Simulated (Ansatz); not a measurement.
Reactions of C₃H₆Si (`[SiH3]C1C=C1`).

Computed with Ansatz on PBE0-D4/def2-TZVP structures; ΔE is electronic, products minus reactants. CCSD(T)/CBS is the MP2 limit (def2-TZVPP, def2-QZVPP) plus CCSD(T) − MP2 in def2-TZVPP, frozen cores. This one scheme is used for every species. Each species was taken in one conformer, which may not be the lowest.

Question: Order these by ΔE at CCSD(T)/CBS, lowest first. (Estimate.)
A. `[SiH3]C1C=C1` + `C[SiH2]N` → `C[SiH2]N[SiH3]` + `C1=CC1`
B. `[SiH3]C1C=C1` + `CNC(C)O` → `CC(O)N[SiH3]` + `CC1C=C1`
C. `[SiH3]C1C=C1` + `CO[B]([AlH2])[SiH3]` → `[AlH2][B]([SiH3])O[SiH3]` + `CC1C=C1`
D. `[SiH3]C1C=C1` → `CC1=C[SiH2]1`
E. `[SiH3]C1C=C1` → `C1=CC1` + `[SiH2]`
F. `[SiH3]C1C=C1` → `C[SiH]1C=C1`

Answer: C (-152.3 kJ/mol), F (-130.6 kJ/mol), D (-103.9 kJ/mol), B (-95.4 kJ/mol), A (-65.7 kJ/mol), E (+227.0 kJ/mol).

Largest T1 diagnostic: 0.015, for `CO[B]([AlH2])[SiH3]`.
